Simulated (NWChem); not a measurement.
Species: AlH₂Br; SMILES [AlH2][Br]

Computed with NWChem. Pople sets run with spherical d functions. The geometry was optimised at PBE0/def2-SVP. Level MN15/6-31G*: energy and gradient on several grids; changes count from the extra-fine grid, which is no exact limit either.

Q: Which is the coarsest grid (fine; medium; coarse; xcoarse; xfine) from which on the energy stays within 500 μHa and each gradient component within 500 μHa/bohr of xfine?

A: coarse.
```csv
grid,size of the energy change (μHa),largest change of a gradient component (μHa/bohr)
xcoarse,200,3000
coarse,< 10,40
medium,< 10,< 30
fine,< 10,< 30
xfine,< 10,< 30
```
